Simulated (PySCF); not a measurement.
Computed shifts of a molecule C₄H₇Cl, HF/pcSseg-1 run with PySCF, GIAO, gas phase, atoms alike by connectivity averaged where their shifts nearly agree, in ppm (number of nuclei): ¹³C: 148.0 (1), 133.8 (1), 23.5 (1), 18.8 (1). ¹H: 6.46 (1), 6.32 (1), 3.18 (1), 2.19 (1), 1.63 (3). References: ¹³C against TMS (σ = 192.6 ppm); ³⁵Cl against HCl (σ = 958.2 ppm); ¹H against TMS (σ = 31.99 ppm), references at their B3LYP-D3(BJ)/def2-TZVP geometries, non-relativistic (without spin–orbit terms, shifts of atoms bonded to Cl or Br come out too high). The structure is a stationary point at PBE-D3(BJ)/def2-SVP. The values are those of a single conformer.

Q: Identify the compound among the candidates.
A) ClCC1CC1
B) CC1(Cl)CC1
C) CC/C=C\Cl
D) C/C=C(\C)Cl

A: C, CC/C=C\Cl
